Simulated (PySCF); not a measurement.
`N[SiH2]N[C@H]1[C@H](F)[C@@H]1F`, C3H8F2N2Si

Geometry:
```tsv
atom	x (Å)	y (Å)	z (Å)
N1	2.469	0.292	0.819
Si2	1.747	-0.973	-0.093
N3	0.224	-0.308	-0.580
C4	-0.665	0.308	0.325
C5	-1.888	1.046	-0.142
F6	-2.205	2.227	0.452
C7	-2.037	-0.238	0.634
F8	-2.484	-0.195	1.917
H9	2.465	1.226	0.439
H10	3.343	0.114	1.286
H11	2.341	-1.350	-1.380
H12	1.690	-2.105	0.835
H13	-0.249	-0.732	-1.362
H14	-0.155	0.751	1.171
H15	-2.175	1.059	-1.188
H16	-2.427	-1.112	0.124
```

Theory: PySCF 2.14.0, TDDFT wB97X-D/def2-SVPD circular dichroism and optical rotation, one conformer, gas phase. Geometry: GFN2-xTB.

The molecule is flexible and this is one conformer; a measurement averages over conformers.

(1) Draw the ECD and absorption spectra from the lowest 12 states, each a Gaussian of half-width 0.3 eV at 1/e height.

Answers

(1) 
| E (eV) | λ (nm) | Δε (L mol⁻¹ cm⁻¹) | ε (L mol⁻¹ cm⁻¹) |
| --- | --- | --- | --- |
| 5.77 | 215 | -0.66 | 54.1 |
| 5.92 | 209 | -2.73 | 225 |
| 6.07 | 204 | -6.97 | 576 |
| 6.22 | 199 | -11.33 | 951 |
| 6.37 | 195 | -13.56 | 1210 |
| 6.52 | 190 | -16.84 | 1780 |
| 6.67 | 186 | -23.98 | 3040 |
| 6.82 | 182 | -27.50 | 4100 |
| 6.97 | 178 | -20.42 | 3640 |
| 7.12 | 174 | -10.52 | 2130 |
| 7.27 | 171 | -9.64 | 1190 |
| 7.42 | 167 | -20.32 | 1620 |
| 7.57 | 164 | -34.80 | 3040 |
| 7.72 | 161 | -41.58 | 4350 |
| 7.87 | 158 | -35.54 | 4500 |
| 8.02 | 155 | -19.53 | 3550 |

Δε uses R in velocity form, ε uses f in length form. Only the states computed contribute, so the short-wavelength end is incomplete.
